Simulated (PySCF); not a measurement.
C3H10GeO2Si.
Z-matrix (Å and degrees, PBE0-D3(BJ)/def2-SVP geometry), rows numbered from 1:
```
C 
O   1  1.4214
C   2  1.3456  1  116.70
O   3  1.2028  2  123.04  1    -0.58
Si  3  1.9284  2  111.25  1   177.60
C   5  1.8713  3  111.30  2    28.84
Ge  6  1.9669  5  116.27  3   -55.98
H   1  1.0999  2  110.68  3    60.52
H   1  1.0960  2  106.28  3  -179.64
H   1  1.0999  2  110.72  3   -59.73
H   5  1.4948  3  105.86  2   -91.65
H   5  1.4915  3  106.58  2   151.98
H   6  1.1029  5  108.15  3  -177.01
H   6  1.1022  5  109.58  3    67.04
H   7  1.5363  6  111.10  5    90.82
H   7  1.5401  6  110.62  5   -31.46
H   7  1.5438  6  108.43  5  -150.16
```

Method used: PySCF, TDDFT CAM-B3LYP/def2-SVPD, vertical, gas phase, core orbitals frozen in the response. Relativistic effects, spin–orbit coupling among them, are left out although an element past zinc is present.

Frontier orbitals with the atoms that hold most of them (Löwdin shares over 4%, at most four atoms; ? is withheld):

```csv
orbital,ε (eV),atoms
LUMO+2,1.17,"Ge7 14%, Si5 13%, C6 12%, H13 8%"
LUMO+1,0.86,"Ge7 35%, H17 8%, H15 8%, Si5 8%"
LUMO,?,?
HOMO,-9.19,?
HOMO-1,-10.10,"C6 30%, Ge7 22%, Si5 15%, H17 12%"
HOMO-2,-10.43,"O2 39%, O4 21%, C1 9%, C3 6%"
HOMO-3,-10.54,"Ge7 29%, H17 14%, C6 13%, H15 10%"
```

(1) Which atoms hold the HOMO, and with what shares?

(2) Give the leading atoms of the LUMO.

(3) What is the LUMO energy, and the HOMO–LUMO gap?

Results:

(1) O4 (bonded to C) 54%; C3 (bonded to 2 O and Si) 15%; Si5 (bonded to 2 C and 2 H) 11%; O2 (bonded to 2 C) 8%. By element: oxygen 62%, carbon 15% or more, silicon 11%.

(2) C3 (bonded to 2 O and Si) 26%; O4 (bonded to C) 20%; Si5 (bonded to 2 C and 2 H) 19%; O2 (bonded to 2 C) 11%. By element: oxygen 32%, carbon 26% or more, silicon 19%.

(3) ε(LUMO) = 0.46 eV; the gap is 9.65 eV (0.3546 hartree).

**Question.** The HOMO–LUMO gap is 9.65 eV. Where does the response calculation put the lowest singlet, and from which orbitals?

**Answer.** S1 is at 5.11 eV (f = 0.0034), 4.54 eV below the gap, made of HOMO→LUMO (80%). Without the coupling terms of the response equations the lowest excitation would equal the gap.

Next come S2 at 7.38 eV (f 0.0022), HOMO→LUMO+1 (39%), HOMO-2→LUMO (16%), HOMO→LUMO+3 (15%); S3 at 7.57 eV (f 0.0027), HOMO→LUMO+2 (26%), HOMO→LUMO+3 (21%), HOMO-1→LUMO (19%); S4 at 7.61 eV (f 0.054), HOMO-1→LUMO (67%), HOMO-2→LUMO (9%); S5 at 7.77 eV (f 0.044), HOMO-2→LUMO (28%), HOMO→LUMO+2 (17%), HOMO-3→LUMO (15%).

Löwdin shares depend on the basis, the more so with diffuse functions.

One conformer stands for the species.
